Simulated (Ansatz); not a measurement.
Mulliken charges of `C[NH][In]([Cl])[Cl]` from r2SCAN/def2-TZVPP in Ansatz (PBE0-D4/def2-TZVP geometry).

```csv
atom,x (Å),y (Å),z (Å),charge (e)
C1,-0.261,-1.186,0.722,-0.016
N2,0.381,0.105,0.576,-0.423
In3,0.205,1.290,-1.008,0.850
Cl4,-0.633,0.424,-2.980,-0.367
Cl5,0.983,3.462,-1.017,-0.364
H6,0.405,-1.894,1.228,0.055
H7,-0.488,-1.606,-0.260,0.053
H8,-1.201,-1.143,1.285,0.058
H9,0.608,0.548,1.453,0.153
```

**Question.** By hand: the dipole of these point charges (1 e Å = 4.8032 D).

**Answer.** Σ q r = (-0.088, -0.516, 0.702) e Å, of length 0.876 e Å = 4.21 D.

**Question.** How does the dipole of the full density compare? (An estimate is asked.)

**Answer.** Computed: (-0.055, -0.330, 0.568) e Å, 3.17 D; the point charges give 1.33 times that, at 6° from its direction.

Point charges leave out the atoms' own dipoles, such as those of lone pairs, and Mulliken's split depends on the basis, so the two needn't agree.
